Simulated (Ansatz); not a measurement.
# A geometry optimisation of AlBeH2I with B3LYP-D3(BJ)/6-311G**

The starting geometry of this gas-phase singlet was optimised with GFN2-xTB.

```yaml
atoms:
  - { symbol: Al, position_ang: [0.3728, -1.6365, 0.7747] }
  - { symbol: Be, position_ang: [-0.5941, -0.9294, 2.7204] }
  - { symbol: I, position_ang: [1.4673, -2.4111, -1.3943] }
  - { symbol: H, position_ang: [0.1614, 0.0560, 3.1493] }
  - { symbol: H, position_ang: [-1.6470, -1.7008, 2.8816] }
```

Problem. Predict what becomes of its bonds when it is optimised with B3LYP-D3(BJ)/6-311G**.

Solution. It loosens into BeH2 + AlI, which stay close as a complex. Contacts that open: Al1–Be2 (2.28 → 2.92 Å).

The energy falls by 0.18 eV over 7 steps:

| step | E − E(last) (eV) |
| --- | --- |
| 1 | 0.182 |
| 2 | 0.074 |
| 3 | 0.038 |
| 4 | 0.021 |
| 5 | 0.003 |
| 6 | 0.000 |
| 7 | 0.000 |

Final geometry (Å):

```xyz
5

Al    0.5054   -1.7276    0.5157
Be   -0.7383   -0.8271    3.0052
I     1.6046   -2.5110   -1.6698
H     0.1397    0.1389    3.2785
H    -1.7509   -1.6950    3.0022
```

The end wasn't checked by frequencies. Run with Ansatz 0.2.0, 21 s on 2 threads of Intel(R) Xeon(R) Processor @ 2.70GHz (shared host).
